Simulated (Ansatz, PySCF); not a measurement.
Reaction (SMILES): C[N-]B(O)O → CNB([O-])O
Each molecule is optimised on its own at B3LYP-D3(BJ)/def2-TZVP (Ansatz, a first-principles code), one conformer each, not searched for the lowest.

Quantity: isomerisation energy (enthalpy at 298 K, with B3LYP-D3(BJ) rigid-rotor harmonic-oscillator terms from PySCF), in kJ/mol. Valence correlation only, unless marked. No spin-orbit coupling. No relativistic terms. Anions need diffuse functions: aug- sets have them; def2-D sets add few; the other sets have none. CBS(X,Y): correlation extrapolated as X^-3; Hartree-Fock from the larger set.

| level | program | isomerisation energy (kJ/mol) |
|---|---|---|
| HF/aug-cc-pVTZ | Ansatz | -39.8 |
| HF/cc-pVTZ | Ansatz | -41.1 |
| revPBE-D4/def2-TZVPD | Ansatz + dftd4 | -43.0 |
| B3LYP-D3(BJ)/def2-TZVPD | Ansatz + dftd3 | -43.3 |
| PBE0/STO-3G | Ansatz | -10.3 |
| PBE0/def2-QZVPP | Ansatz | -38.2 |
| r2SCANh/def2-TZVPD | Ansatz | -39.6 |
| r2SCAN0-D4/def2-TZVPD | Ansatz + dftd4 | -38.9 |
| CAM-B3LYP-D4/def2-TZVPD | Ansatz + dftd4 | -42.6 |
| LC-wPBE/def2-TZVPD | Ansatz | -43.4 |
| B2GP-PLYP-D4/def2-TZVPD | Ansatz + dftd4 | -42.3 |
| RPA@PBE/cc-pVQZ | Ansatz | -39.5 |
| MP2/cc-pVDZ | Ansatz | -40.1 |
| CCSD(T)/aug-cc-pVTZ | Ansatz | -39.4 |
| CCSD(T)/CBS(aug-cc-pVTZ,aug-cc-pVQZ) | Ansatz | -39.5 |
